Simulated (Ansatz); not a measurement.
C2H8GeO2Si can be A, `O[SiH](O)/C=[CH]\[GeH3]`, or B, `C=C[SiH](O)[GeH2][OH]`.

Gas-phase electronic energies from Ansatz, PBE0-D4/def2-TZVP geometries. CBS: MP2 limit from def2 TZ/QZ plus the TZ coupled-cluster correction, frozen cores. Functionals use def2-TZVPP. B3LYP here is the variant with VWN-RPA as its local correlation; programs differ in this. For Ge outer-core shells are correlated without core-valence functions, which leaves a few kJ/mol of doubt a bond. Scalar relativity is left out up to krypton. Each species was taken in one conformer, which may not be the lowest.

Task: Which isomer does CCSD(T)/CBS put lower? Give the gap. (An estimate is asked.)

Result: The calculation gave: A, by 15.5 kcal/mol.

Task: Give E(B) − E(A) in kcal/mol with CCSD/def2-TZVPP, B3LYP, PBE0-D4, B2PLYP, ωB97M-V, HF/def2-TZVPP, CCSD(T)/def2-TZVPP. (An estimate is asked.)

Result: The calculation gave: CCSD/def2-TZVPP 16.2, B3LYP 13.8, PBE0-D4 13.4, B2PLYP 15.0, ωB97M-V 15.6, HF/def2-TZVPP 17.3, CCSD(T)/def2-TZVPP 16.0. None reverses the order clearly.

Largest T1 diagnostic: 0.012.

From PBE to PBE0 (25 % exact exchange), in def2-TZVPP and without D4, E(B) − E(A) moves by +1.7 kcal/mol.
